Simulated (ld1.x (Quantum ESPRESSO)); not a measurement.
# Before and after: TM potential for nickel

| Quantity | Value |
| --- | --- |
| Element | nickel (Ni) |
| Generator | ld1.x (Quantum ESPRESSO) 7.5 |
| Type | norm-conserving Troullier–Martins (Kleinman–Bylander form) |
| Functional | PBE |
| Relativity | fully relativistic |
| Frozen core | [Ne] 3s2 |
| Valence charge | 16 |
| Reference configuration | 3p6 3d8 4s1 4p0 (charge +1) |
| Partial waves | 3p (bound): rc 0.65 bohr; 3d (bound): rc 1.65 bohr; 4s (bound): rc 2.00 bohr |
| Local potential | the s channel |
| Core correction | none |

Open shells are filled in proportion to 2j + 1 (rel_dist='average').

All-electron outer shells of the reference configuration (PBE, scalar-relativistic, ld1.x):

| shell | level (eV) | outermost node (bohr) | outermost maximum (bohr) |
| --- | --- | --- | --- |
| 3s | -120.17 | 0.30 | 0.64 |
| 3p | -80.51 | 0.27 | 0.65 |
| 3d | -17.92 | – | 0.63 |
| 4s | -13.18 | 0.92 | 2.13 |
| 4p | -7.58 | 0.99 | 2.70 |

Change: wave 3d (bound): rc 1.65 bohr becomes 3d (bound): rc 2.26 bohr.

Cutoffs: the cutoffs (Ry, on a coarse ladder) from which the occupation-weighted sum of valence levels, in a spherical-Bessel basis at the reference potential, stays within 10 and 1 mRy of its value at 400 Ry; they do not see the model core or the augmentation charge, which bear on the density cutoff. Errors are all-electron minus pseudo energies relative to the spin-unpolarised reference configuration.

Predict the effect on cutoff, ghosts and configuration errors.

Of the 7 tests that both files solve, the error grows in 3 and shrinks in 3 by more than 15 % and 0.3 meV (median size 191.3 → 19.0 meV); neither file shows a bound ghost at the reference potential, the only one tested.

```tsv
quantity	base	changed
cutoff, loose	180 Ry	180 Ry
cutoff, tight	over 300 Ry	over 300 Ry
loose cutoff by channel (10 mRy a level)	p 140 Ry, d 90 Ry, s 8 Ry	p 140 Ry, d 55 Ry, s 8 Ry
bound ghosts	none	none
error for 3p6 3d8 4s2 4p0, meV [ΔE -9.32 eV]	-1.2	-2.7
error for 3p6 3d8 4s0 4p0, meV [ΔE 17.35 eV]	-3.5	-19
error for 3p6 3d7 4s0 4p0, meV [ΔE 54.82 eV]	-191	+1.7
error for 3p6 3d7 4s2 4p1, meV [ΔE 1.22 eV]	-1161	-789
error for 3p6 3d6 4s0 4p0, meV [ΔE 112.37 eV]	-694	+874
error for 3p6 3d8 4s1 4p1, meV [ΔE -4.73 eV]	-635	-635
error for 3p6 3d8.5 4s1.5 4p0, meV [ΔE -10.51 eV]	-29	-12
```

Base: These tests converged, but a pseudo level misses the all-electron one widely, so the file describes the atom poorly there or has found another state: 3p6 3d7 4s0 4p0: empty 4p by 3.1 eV (a node warning on the way); 3p6 3d6 4s0 4p0: empty 4p by 4.8 eV (a node warning on the way). Changed file: These tests converged, but a pseudo level misses the all-electron one widely, so the file describes the atom poorly there or has found another state: 3p6 3d7 4s0 4p0: empty 4p by 3.0 eV (a node warning on the way); 3p6 3d6 4s0 4p0: empty 4p by 4.6 eV.
